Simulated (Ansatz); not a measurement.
Problem. Name a neutral molecule of B, Cl, N, O, Si and H with HOMO–LUMO gap (PBE/def2-TZVPP) between 5.30 and 5.60 eV and size of the dipole moment (ωB97M-V/def2-TZVPP) between 1.30 and 1.60 D (Ansatz, PBE0-D4/def2-TZVP geometry).

Solution. `NB(O)[SiH2]Cl` (5.52 eV, 1.37 D). Other molecules can fit too; these were computed, each in one conformer that needn't be the lowest.
